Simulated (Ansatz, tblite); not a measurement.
Removing an electron: Te(GeH3)2 (Ge2TeH6). The state is a singlet with charge 0. Geometry: PBE-D4/def2-SVP. Ansatz, gas phase; energy differences of separate SCF runs; the oxidised species was run as a doublet alone.

```xyz
9

Te    1.7883   -0.2117   -0.4067
Ge   -0.3323   -1.6557   -0.7293
H    -1.0028   -1.9383    0.6414
H     0.1259   -2.9840   -1.3817
H    -1.3422   -0.9259   -1.6545
Ge    0.3881    1.6486    0.7182
H     1.3444    2.8422    0.9651
H    -0.1968    1.1469    2.0654
H    -0.7727    2.0778   -0.2179
```

In the def2 sets Te takes a core potential; there is no spin–orbit coupling. The xTB rows come from tblite.

| level | −HOMO (eV) | vertical IE (eV) | −LUMO (eV) | HOMO–LUMO gap (eV) |
| --- | --- | --- | --- | --- |
| GFN1-xTB | 11.39 | 14.28 | 6.84 | 4.56 |
| GFN2-xTB | 9.91 | 12.85 | 5.64 | 4.28 |
| PBE-D4/def2-TZVP | 5.37 | 8.14 | 1.84 | 3.53 |
| r2SCAN-D4/def2-TZVP | 5.62 | 8.18 | 1.66 | 3.96 |
| PBE0-D4/def2-TZVP | 6.38 | 8.22 | 1.06 | 5.33 |

Relaxing the oxidised species (PBE-D4/def2-SVP) changes its energy by -0.17 eV at PBE-D4/def2-TZVP, so the adiabatic ionisation energy to this nearest minimum is 7.97 eV. At PBE0-D4/def2-TZVP it is 8.03 eV.   Raw xTB energy differences between charge states are shifted by several eV; the methods need an empirical correction for them.
